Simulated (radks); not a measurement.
The numbers below are computed, except where a source is named.
Task: The mean radii <r> (bohr) of the occupied orbitals of an atom or ion are listed with their occupations. Level of theory: Dirac Kohn-Sham, BLYP, spin-unpolarised, spherical densities, finite nucleus; Fermi nuclear charge, rms radius of each element as measured or else 0.836 A^(1/3) + 0.57 fm (a radial shooting solver on a logarithmic mesh with Libxc functionals).

orbital  occ.      <r>
1s1/2       2  0.01774
2s1/2       2  0.07426
2p1/2       2  0.06130
2p3/2       4  0.06949
3s1/2       2   0.1934
3p1/2       2   0.1835
3p3/2       4   0.1986
3d3/2       4   0.1734
3d5/2       6   0.1781
4s1/2       2   0.4318
4p1/2       2   0.4357
4p3/2       4   0.4693
4d3/2       4   0.4825
4d5/2       6   0.4938
5s1/2       2    1.007
5p1/2       2    1.100
4f5/2       6   0.5527
4f7/2       8   0.5609
5p3/2       4    1.200
5d3/2       4    1.680
5d5/2       2    1.737

Name the element and its charge. Open shells, if any, fill j = l - 1/2 first.

Result: Z = 76, osmium, charge +2: Os2+ in [Xe] 4f14 5d6. The 1s radius gives Z: for a bare nucleus <r> = (2 gamma + 1)/(2Z) with gamma = sqrt(1 - (Z/c)^2), 0.01753 bohr for Z = 76, and screening makes it slightly larger (0.01774 here). The occupations add up to 74, and the charge is Z minus that.
